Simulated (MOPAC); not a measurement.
Input for MOPAC: PM7 on GeH5P (SMILES [PH2][GeH3]), a point of a torsion scan.

```
PM7 1SCF PRECISE CHARGE=0 THREADS=1
GeH5P

P      1.41623104 1    -0.39410010 1     0.51388213 1
Ge    -0.79063930 1     0.07406848 1     0.10474372 1
H      1.84349832 1     0.88066614 1     0.16915588 1
H      1.63304858 1    -0.86797210 1    -0.77339676 1
H     -1.06901405 1     1.47347116 1    -0.36467727 1
H     -1.40646894 1    -0.84021625 1    -0.91279307 1
H     -1.60552304 1    -0.09842881 1     1.35155857 1
```

It printed:

```
*******************************************************************************
 **                                                                           **
 **                              MOPAC v23.2.5                                **
 **                                                                           **
 *******************************************************************************
 ** MOPAC's Digital Object Identifier: https://doi.org/10.5281/zenodo.6511958 **
 **                                                                           **
 ** Please cite the open-source release paper for use of this MOPAC version:  **
 ** J. E. Moussa and J. J. P. Stewart (2026)                                  **
 ** MOPAC: An open-source semiempirical molecular orbital program             **
 ** J. Open Source Softw., 11(119), 8025, https://doi.org/10.21105/joss.08025 **
 *******************************************************************************

                              PM7 CALCULATION RESULTS

 *******************************************************************************
 *  PM7        - The PM7 Hamiltonian to be used
 *
 *
 *
 *                 CHARGE ON SYSTEM = 0
 *
 *
 *
 *  PRECISE    - TIGHTER CRITERIA TO BE USED
 *  1SCF       - DO 1 SCF AND THEN STOP
 *  THREADS=1  - MULTI-THREADING NOT USED
 *  T=         - A TIME OF 172800.0 SECONDS REQUESTED
 *  DUMP=N     - RESTART FILE WRITTEN EVERY 7200.0 SECONDS REQUESTED
 *******************************************************************************
PM7 1SCF PRECISE CHARGE=0 THREADS=1
 GeH5P

   ATOM   CHEMICAL          X               Y               Z
  NUMBER   SYMBOL      (ANGSTROMS)     (ANGSTROMS)     (ANGSTROMS)

     1       P          1.41623104  *  -0.39410010  *   0.51388213  *
     2      Ge         -0.79063930  *   0.07406848  *   0.10474372  *
     3       H          1.84349832  *   0.88066614  *   0.16915588  *
     4       H          1.63304858  *  -0.86797210  *  -0.77339676  *
     5       H         -1.06901405  *   1.47347116  *  -0.36467727  *
     6       H         -1.40646894  *  -0.84021625  *  -0.91279307  *
     7       H         -1.60552304  *  -0.09842881  *   1.35155857  *



          CARTESIAN COORDINATES

    NO.       ATOM           X           Y           Z

     1         P          1.4162     -0.3941      0.5139
     2        Ge         -0.7906      0.0741      0.1047
     3         H          1.8435      0.8807      0.1692
     4         H          1.6330     -0.8680     -0.7734
     5         H         -1.0690      1.4735     -0.3647
     6         H         -1.4065     -0.8402     -0.9128
     7         H         -1.6055     -0.0984      1.3516

 General Reference for PM7:
 "Optimization of Parameters for Semiempirical Methods VI: More Modifications to the
 NDDO Approximations and Re-optimization of Parameters", J. J. P. Stewart, J. Mol. Mod., 1:32, 19 (2013)
 https://link.springer.com/article/10.1007/s00894-012-1667-x

           Empirical Formula: H5 P Ge  =     7 atoms



      MOLECULAR POINT GROUP   :   C1


      RHF CALCULATION, NO. OF DOUBLY OCCUPIED LEVELS = 7


 -------------------------------------------------------------------------------
 PM7 1SCF PRECISE CHARGE=0 THREADS=1
 GeH5P



     1SCF WAS SPECIFIED, SO BFGS WAS NOT USED
     SCF FIELD WAS ACHIEVED


                              PM7 CALCULATION
                                                       MOPAC v23.2.5 Linux




          FINAL HEAT OF FORMATION =        -13.91401 KCAL/MOL =     -58.21622 KJ/MOL


          COSMO AREA              =        104.98 SQUARE ANGSTROMS
          COSMO VOLUME            =         92.65 CUBIC ANGSTROMS

          IONIZATION POTENTIAL    =         10.716899 EV
          HOMO LUMO ENERGIES (EV) =        -10.717 -1.405
          NO. OF FILLED LEVELS    =          7
          MOLECULAR WEIGHT        =        108.6033         POINT GROUP:  C1

          MOLECULAR DIMENSIONS (Angstroms)

            Atom       Atom       Distance
            H     7    H     4     3.94917
            H     6    H     3     3.41174
            H     5    P     1     2.49035


          SCF CALCULATIONS        =          1





   ATOM   CHEMICAL          X               Y               Z
  NUMBER   SYMBOL      (ANGSTROMS)     (ANGSTROMS)     (ANGSTROMS)

     1       P          1.41623104  *  -0.39410010  *   0.51388213  *
     2      Ge         -0.79063930  *   0.07406848  *   0.10474372  *
     3       H          1.84349832  *   0.88066614  *   0.16915588  *
     4       H          1.63304858  *  -0.86797210  *  -0.77339676  *
     5       H         -1.06901405  *   1.47347116  *  -0.36467727  *
     6       H         -1.40646894  *  -0.84021625  *  -0.91279307  *
     7       H         -1.60552304  *  -0.09842881  *   1.35155857  *

                             CARTESIAN COORDINATES

   1    P        1.416231040    -0.394100100     0.513882130
   2   Ge       -0.790639300     0.074068480     0.104743720
   3    H        1.843498320     0.880666140     0.169155880
   4    H        1.633048580    -0.867972100    -0.773396760
   5    H       -1.069014050     1.473471160    -0.364677270
   6    H       -1.406468940    -0.840216250    -0.912793070
   7    H       -1.605523040    -0.098428810     1.351558570


           Empirical Formula: H5 P Ge  =     7 atoms



      MOLECULAR POINT GROUP   :   C1


                  EIGENVALUES
 -48.20491 -20.08301 -16.75145 -15.05199 -12.82977 -12.77880 -10.71690  -1.40486
   0.00461   0.26064   1.18757   3.32498   3.97444 100.35000 100.72542 100.76014
 101.38726 101.49898


              NET ATOMIC CHARGES AND DIPOLE CONTRIBUTIONS

  ATOM NO.   TYPE          CHARGE      No. of ELECS.   s-Pop       p-Pop       d-Pop
    1          P          -0.578521        5.5785     1.76392     3.77361     0.04099
    2         Ge          -0.139092        4.1391     0.99109     3.14801
    3          H           0.169961        0.8300     0.83004
    4          H           0.168315        0.8317     0.83168
    5          H           0.109499        0.8905     0.89050
    6          H           0.124447        0.8756     0.87555
    7          H           0.145391        0.8546     0.85461
 DIPOLE           X         Y         Z       TOTAL
 POINT-CHG.    -3.106     1.267    -1.779     3.797
 HYBRID         0.174     0.161    -0.326     0.403
 SUM           -2.932     1.427    -2.104     3.881


          ATOMIC ORBITAL ELECTRON POPULATIONS

     Atom    s        px        py        pz      x^2-y^2     xz        z^2       yz        xy
    1  P   1.76392   1.19203   1.19027   1.39130   0.01096   0.00792   0.00895   0.00410   0.00905
    2 Ge   0.99109   0.86648   1.13794   1.14359
    3  H   0.83004
    4  H   0.83168
    5  H   0.89050
    6  H   0.87555
    7  H   0.85461

 **********************
 *                    *
 * JOB ENDED NORMALLY *
 *                    *
 **********************




 == MOPAC DONE ==
```

The run finished.

Cost: around 0.010 core-seconds (rough).
